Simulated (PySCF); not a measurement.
3-fluoro-2-(4-fluorothiophen-2-yl)thiophene (C8H4F2S2), SMILES c1sc(c(c1)F)-c1cc(cs1)F. Atoms are numbered in the order given.

```xyz
16

F      1.2905    -3.8170     0.0000
C      0.4686    -2.7656     0.0000
C     -0.8969    -2.8786     0.0000
S     -1.6287    -1.3099     0.0000
C     -0.0714    -0.5089     0.0000
C      0.0278     0.9351     0.0000
S     -1.3709     1.9871     0.0000
C     -0.3873     3.4106     0.0000
C      0.9516     3.1151     0.0000
C      1.1716     1.7122     0.0000
F      2.4028     1.1902     0.0000
C      0.9582    -1.4321     0.0000
H     -1.4932    -3.7876     0.0000
H     -0.8579     4.3918     0.0000
H      1.7575     3.8484     0.0000
H      2.0142    -1.1726     0.0000
```
Charge 0, spin multiplicity 1.

Coordinates come from a B3LYP-D3(BJ)/def2-SVP optimisation. Other conformers were not sampled.

The numbers are results of SMD-PBE0/6-31G* run with PySCF, not measurements.

Solvation free energies are E(SMD) − E(gas) at the gas-phase geometry, for 1 M in both phases. In vacuum the dipole moment is 2.10 D.

Task: Estimate the solvation free energies in water, toluene, 2-propanol. (An estimate is asked for; the answer gives what the named calculation found.)

Result: 
```csv
solvent,ΔG(solv) (kcal/mol),its non-electrostatic (CDS) part,dipole (D)
water,-0.2,5.2,2.74
toluene,-5.3,-2.9,2.40
2-propanol,-5.4,-0.4,2.70
```
